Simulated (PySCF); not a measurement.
C5H5F3SSi, SMILES s1c(ccc1[Si](F)(F)F)C, GFN2-xTB optimised geometry.

```
15

C     -1.63    -2.56     0.00
C     -0.71    -1.40     0.00
C      0.66    -1.40     0.00
C      1.21    -0.11     0.00
C      0.28     0.89     0.00
Si     0.56     2.72     0.00
F     -0.03     3.49    -1.25
F      2.11     3.07     0.02
F     -0.06     3.49     1.25
S     -1.33     0.22     0.00
H     -2.27    -2.54     0.88
H     -2.27    -2.55    -0.88
H     -1.06    -3.49     0.00
H      1.25    -2.30     0.00
H      2.27     0.09     0.00
```

Density from CAM-B3LYP/def2-TZVP (PySCF 2.14.0) at that geometry.

Minimum of the electron density along straight lines between bonded atoms, close to the bond critical point (lines longer than 1.1 times the sum of covalent radii, or with two minima, are not listed):

| bond | length / Å | ρ at the minimum / e bohr⁻³ | ∇²ρ there / e bohr⁻⁵ | position (fraction from the first atom) |
|---|---|---|---|---|
| C1–C2 | 1.486 | 0.266 | -0.72 | 0.48 |
| C2–C3 | 1.363 | 0.335 | -1.00 | 0.52 |
| C3–C4 | 1.406 | 0.311 | -0.91 | 0.50 |
| C4–C5 | 1.370 | 0.327 | -0.95 | 0.49 |
| C5–Si6 | 1.846 | 0.132 | 0.17 | 0.61 |
| Si6–F7 | 1.588 | 0.145 | 1.01 | 0.42 |
| Si6–F8 | 1.587 | 0.145 | 1.02 | 0.42 |
| Si6–F9 | 1.588 | 0.145 | 1.01 | 0.42 |
| C2–S10 | 1.729 | 0.216 | -0.45 | 0.48 |
| C5–S10 | 1.742 | 0.208 | -0.41 | 0.48 |
| C1–H11 | 1.090 | 0.279 | -0.97 | 0.64 |
| C1–H12 | 1.090 | 0.279 | -0.97 | 0.64 |
| C1–H13 | 1.087 | 0.281 | -0.98 | 0.64 |
| C3–H14 | 1.075 | 0.289 | -1.05 | 0.65 |
| C4–H15 | 1.075 | 0.292 | -1.07 | 0.65 |
